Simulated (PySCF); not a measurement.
Sn(H)3(vinyl) (C2H6Sn), SMILES C=[CH][SnH3]. Geometry optimised at r2SCAN-D4/def2-SVP. The def2 effective core potentials stand for the cores of Sn; spin–orbit coupling is left out.

All values below come from PySCF with r2SCAN-D4/def2-SVP.

Harmonic wavenumbers (cm⁻¹): 97, 223, 358, 442, 551, 562, 688, 723, 733, 961, 992, 1035, 1252, 1408, 1652, 1910, 1915, 1924, 3104, 3139, 3199. Rotational constants (GHz): 29.03, 3.012, 2.849; symmetry number 1.

**Question.** Work out the zero-point energy and the ideal-gas rigid-rotor harmonic-oscillator thermochemistry at 298.15 K and 1 atm.

**Answer.** ZPE = ½ Σ hcν = ½ × 26867 cm⁻¹ = 160.70 kJ/mol. H − E(el) = 177.76 kJ/mol. Entropy in J/(mol K): translation 171.14, rotation 103.22, vibration 40.48, total 314.84. G − E(el) = 83.89 kJ/mol. Cp = 87.10 J/(mol K). Modes under 150 cm⁻¹ make the vibrational entropy uncertain.
